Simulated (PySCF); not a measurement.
Here is a job for PySCF.
```python
from pyscf import gto, scf
from pyscf.geomopt import geometric_solver

mol = gto.Mole()
mol.atom = '''
    Ge   -0.01877459    0.02540856   -1.42710404
    Te    0.02924664   -0.00132374    0.89429359
'''
mol.basis = 'sto-3g'
mol.verbose = 3
mol.build()

def method(m):
    mf = scf.RHF(m)
    return mf

conv, mol_eq = geometric_solver.kernel(method(mol), maxsteps=100)
print('optimisation converged:', conv)
print(mol_eq.tostring(format='xyz'))
mf = method(mol_eq)
mf.kernel()
```

Q: Predict the number of basis functions from HF/STO-3G run with PySCF.

A: 45

Q: Predict the HOMO energy from HF/STO-3G.

A: -6.46 eV

Q: Estimate the dipole moment that HF/STO-3G returns for this input.

A: 2.75 D

Q: What is the computed nuclear repulsion energy (HF/STO-3G)?

A: 389.6160 Eh

Q: What Mulliken (on the basis functions themselves) charges in atom order does HF/STO-3G give?

A: Ge1 0.29, Te2 -0.29
